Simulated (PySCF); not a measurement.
```tsv
wavenumber (cm⁻¹)	absorption (km/mol per cm⁻¹)
0	0.028
33	0.030
66	0.033
99	0.036
132	0.039
165	0.044
198	0.049
231	0.055
265	0.064
298	0.075
331	0.091
364	0.115
397	0.155
430	0.227
463	0.384
496	0.827
529	2.651
562	4.109
595	1.213
628	0.510
661	0.299
694	0.216
727	0.179
760	0.162
794	0.157
827	0.160
860	0.170
893	0.184
926	0.206
959	0.234
992	0.273
1025	0.324
1058	0.394
1091	0.493
1124	0.636
1157	0.855
1190	1.214
1223	1.857
1256	3.178
1289	6.541
1323	18.610
1356	57.237
1389	22.642
1422	7.475
1455	3.494
1488	1.995
1521	1.284
1554	0.894
1587	0.658
1620	0.504
1653	0.398
1686	0.323
1719	0.267
1752	0.224
1785	0.191
1818	0.165
1852	0.144
1885	0.127
1918	0.112
1951	0.100
```

This is the computed harmonic infrared spectrum of doublet IH6, Lorentzian lines of 49 cm⁻¹ full width. Method: PySCF, UPBE0, basis I def2-TZVP with ECP28, H def2-TZVP (scalar-relativistic core potentials, no spin–orbit coupling, density fitting).

Task: Which bands make it up, and how are they assigned?

Result: In Oh symmetry, counting bands above 1 % of the strongest: 552 cm⁻¹ (t1u, bend, 370 km/mol); 1358 cm⁻¹ (t1u, stretch, 4452 km/mol).

This need not be the most stable arrangement of these atoms. With an element this heavy the missing spin–orbit coupling can shift these numbers.
